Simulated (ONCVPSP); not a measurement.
# Potentials for F compared

Generated with ld1.x 7.5 (TM, RRKJ, ultrasoft, PAW), atompaw 4.2 or ONCVPSP 4.0.1. The cutoff is in Ry: for ld1.x and atompaw files where the sum of valence levels is converged to 10 mRy in a Bessel basis, for ONCV files where the hardest occupied wave has 1 mHa per electron of residual kinetic energy. The error is the largest all-electron minus pseudo excitation energy over each file’s own four to seven test configurations (ionisations up to +4, promotions, holes and added fractions of an electron), all of which were solved. The labels leave out finer settings (local radius, basis sizes, second energies), which also bear on the numbers. Spin-polarised tests are not counted. The rows are a selection from randomly drawn settings: files with unsolved tests, undetermined cutoffs or missed reference levels are left out.

A true bound ghost makes a file unfit for plane-wave use even where its test errors are small: the radial tests pick states by their node count and pass the ghost by.

```tsv
potential	cutoff (Ry)	largest error (meV)	bound ghosts
ONCV, PBE, scalar-relativistic, rc 0.65/1.30/1.25 (spd), local smoothed, core correction yes, reference 2s2 2p4, qcut 9.6/10.8/9.7, projectors 1/2/1	169	+1399	none
ONCV, LDA (Perdew-Zunger), scalar-relativistic, rc 0.55/1.75/1.85 (spd), local smoothed, core correction yes, reference 2s2 2p3, qcut 14.4/6.5/5, projectors 3/2/3	1186	+1399	s
ONCV, revPBE, scalar-relativistic, rc 0.55/1.65/1.65 (spd), local smoothed, core correction no, reference 2s2 2p3.5, qcut 10.8/6.8/5.8, projectors 2/2/2	203	+348	none
ONCV, PBEsol, scalar-relativistic, rc 0.60/1.20/1.20 (spd), local s, core correction yes, reference 2s2 2p5, qcut 11.9/11.8/6.9, projectors 0/2/2	114	+397	none
ONCV, LDA (Perdew-Wang 92), scalar-relativistic, rc 0.75/0.85/0.75 (spd), local d, core correction yes, reference 2s2 2p4, qcut 10.2/8.9/11.6, projectors 1/2/0	491	+555	none
```

(1) Fill in the row for F: ONCV, LDA (Perdew-Wang 92), scalar-relativistic, rc 0.55/1.70 (sp), local smoothed, core correction yes, reference 2s1.75 2p5.25, qcut 15/7.5, projectors 2/2.

(2) Fill in the row for F: ONCV, LDA (Perdew-Wang 92), scalar-relativistic, rc 0.78/1.72/1.48 (spd), local smoothed, core correction no, reference 2s2 2p5, qcut 11.9/10.4/8.9, projectors 2/3/2.

(3) Fill in the row for F: ONCV, revPBE, scalar-relativistic, rc 0.60/1.30/1.10 (spd), local smoothed, core correction yes, reference 2s1 2p6, qcut 10.9/9.8/10.1, projectors 1/1/2.

## Answers

(1) cutoff 1070 Ry, largest error +1015 meV, bound ghosts: s.

(2) cutoff 105 Ry, largest error +1565 meV, bound ghosts: none.

(3) cutoff 650 Ry, largest error +316 meV, bound ghosts: none.
